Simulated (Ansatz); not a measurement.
`[SiH3][CH](Cl)[AlH][SH]` at its PBE0-D4/def2-TZVP geometry, where that method's forces vanish. Total charge 0; spin multiplicity 1.

```xyz
11

Si   -1.1490   -0.7827   -0.8666
C     0.4448   -0.8121    0.1031
Cl    1.8612   -0.3181   -0.9877
Al    1.1059    0.6662    1.2070
S     0.2038    2.6498    1.0516
H    -2.2350   -1.1986    0.0603
H    -1.4137    0.5959   -1.3536
H    -1.1069   -1.7010   -2.0342
H     0.6975   -1.8070    0.4721
H     2.2443    0.4218    2.2664
H    -0.6530    2.2859    0.0815
```

Task: What forces (eV/Å) does ωB97M-V/def2-TZVPP give on these atoms in the Gaussian-basis code of Ansatz? (An estimate is asked.)

Result: The calculation gave: 
```
Si1 -0.131 -0.011 -0.069
C2  -0.096 -0.110  0.131
Cl3  0.101  0.036 -0.117
Al4  0.115 -0.039  0.122
S5  -0.058 -0.022 -0.064
H6   0.122  0.048 -0.108
H7   0.038 -0.153  0.052
H8   0.004  0.107  0.136
H9  -0.031  0.094 -0.034
H10 -0.122  0.022 -0.112
H11  0.056  0.028  0.063
```
